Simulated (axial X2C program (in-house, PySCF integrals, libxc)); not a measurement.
**BAs⁻: from the spin-free to the two-component result**

All values were computed with an in-house relativistic program for diatomic molecules. Spin-free means the one-electron spin-free X2C Hamiltonian; two-component (2c) means X2C with spin–orbit coupling and atomic mean-field two-electron Coulomb and Gaunt terms, so the difference of the two also holds small scalar two-electron terms. Basis: As dyall-acv3z [10s10p7d5f1g], B dyall-av3z [8s7p3d2f] (cores contracted in-house); Gaussian nuclei, density fitting, unrestricted open shells. Masses: As 74.922 u, B 11.009 u.

Spin-free state: M_S = 1/2, Λ = 0 (beyond evenly filled blocks: σα); fragments As- + B.

```json
{"level": "PBE0", "Re (Å)": "1.793", "ωe (cm⁻¹)": "884.9", "De (eV)": "4.820", "μ (D)": "-2.37"}
{"level": "TPSS", "Re (Å)": "1.805", "ωe (cm⁻¹)": "853.5", "De (eV)": "4.852", "μ (D)": "-2.48"}
```

Dipoles are positive if B is the positive end and refer to the centre of mass.

Two-component determinant lowest at the distance of the search:

Ω = 1/2 (⟨Sz⟩ = 0.50, ⟨Lz⟩ = 0.00 at PBE0); fragments As- + B.

```
level  Re (Å)  ωe (cm⁻¹)  μ (D)
 PBE0   1.793      883.4  -2.38
 TPSS   1.806      852.5  -2.49
```

(1) From the two tables, how do the constants change at the PBE0 level (2c against spin-free)?

The state is a single determinant with fixed occupations, the lowest that a limited PBE0 search found. Dissociation energies refer to the lowest single-determinant-based atoms at the same level and basis. De is not given where an atomic determinant may have missed its ground term or J level, or where the truncated virtual space spoils (T). Density functionals use the spin component along the axis (collinear). Without a current term, density functionals place determinants with orbital angular momentum somewhat too high. The highest occupied level of some functionals is positive through self-interaction error; at Hartree–Fock it is bound.

## Answers

(1) At the PBE0 level Re is unchanged within 0.001 Å and ωe drops by 1.5 cm⁻¹.
